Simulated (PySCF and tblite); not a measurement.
Values are calculated unless marked as measured or tabulated.
C₅H₉FO, numbered as in [F:1][C@H:2]1[CH2:3][CH2:4][CH2:5][O:6][CH2:7]1.

Geometries PBE0-D3(BJ)/def2-SVP; weights from PBE0-D3(BJ)/def2-TZVP energies and GFN2-xTB thermal corrections, with symmetry numbers and mirror pairs. Conformers within 4 kcal/mol (GFN2-xTB free energy) were kept, 7 at most. Programs: PySCF with density fitting and tblite.

The 6-ring runs over atoms 2–3–4–5–6–7.

| conformer | shape | symmetry |
| --- | --- | --- |
| 1 | 6-ring twist-boat (ring torsions 62, -21, -43, 67, -22, -40°) | C1 |
| 2 | 6-ring chair (F1 axial) | C1 |
| 3 | 6-ring chair (all substituents equatorial) | C1 |

**Question.** Which of these conformers is the most populated at 298.15 K, and with what share?

**Answer.** Conformer 3, about 57 %. The lead over the next is within the error of the method.

**Question.** Give the DFT energies and free energies relative to the lowest, and all weights.

**Answer.** 
```tsv
conformer	shape	E(DFT) kcal/mol	G(298.15 K) kcal/mol	weight %
1	6-ring twist-boat (ring torsions 62, -21, -43, 67, -22, -40°)	4.88	4.67	0.0
2	6-ring chair (F1 axial)	0.26	0.17	42.7
3	6-ring chair (all substituents equatorial)	0.00	0.00	57.3
```

**Question.** How does its share change from 180 K to 400 K?

**Answer.** From 62 % to 56 %; the mixing entropy goes from 1.32 to 1.39 cal/(mol K).
